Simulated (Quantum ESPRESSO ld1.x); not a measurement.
Spin polarisation of the 5p2 shell in neutral tin. Start: [Kr] 4d10 5s2 5p(up 1, down 1); electrons of 5p are moved from spin down to spin up, other shells keep equal spins. All-electron calculation, scalar-relativistic Kohn-Sham, LDA (Slater exchange, Perdew-Zunger correlation), spin-polarised, spherical densities, point nucleus. Program: ld1.x of Quantum ESPRESSO 7.5.

moment (Bohr magnetons)  E - E(0) (eV)  e(5p up) (eV)  e(5p down) (eV)  5s down minus up (eV)  4d down minus up (eV)
0                                0.000         -3.873           -3.873                  0.000                  0.000
0.5                             -0.029         -3.981           -3.749                  0.229                  0.042
1                               -0.116         -4.075           -3.607                  0.459                  0.085
1.5                             -0.264         -4.154           -3.440                  0.695                  0.127
2                               -0.475         -4.222           -3.239                  0.941                  0.169

At moment 2 the spin-polarisation energy is -0.475 eV and the 5p exchange splitting 0.983 eV, that is 0.491 eV per Bohr magneton; E = -I m^2/4 would give I = 0.475 eV.
